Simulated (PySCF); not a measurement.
# Correlation energy of Sr (strontium, neutral)

[Kr] 5s2, closed-shell 1S. Computed with PySCF 2.14 in Sapporo-DKH3-DZP-2012 (7s6p2d, 35 functions), with the spin-free X2C one-electron Hamiltonian (Gaussian nucleus). Frozen: [Kr]; 2 electrons correlated.

Total MP2 correlation energy: -13.42 mhartree.

Same-spin part 0.00 and opposite-spin part -13.42 mhartree; SCS-MP2 scales them by 1/3 and 6/5 to -16.10 mhartree.

With two correlated electrons CCSD is exact within the correlated space (frozen core and kept virtual orbitals).

```tsv
level	correlation energy (mhartree)
CCSD	-24.29
```

Diagnostics: T1 = 0.011, D1 = 0.0158, largest double amplitude 0.169.

A double-excitation amplitude exceeds 0.15, a sign of near-degeneracy.

Cost of the coupled-cluster step: 0.03 s of wall time on 1 thread of Intel(R) Xeon(R) 6975P-C (shared host), for 2 correlated electrons.
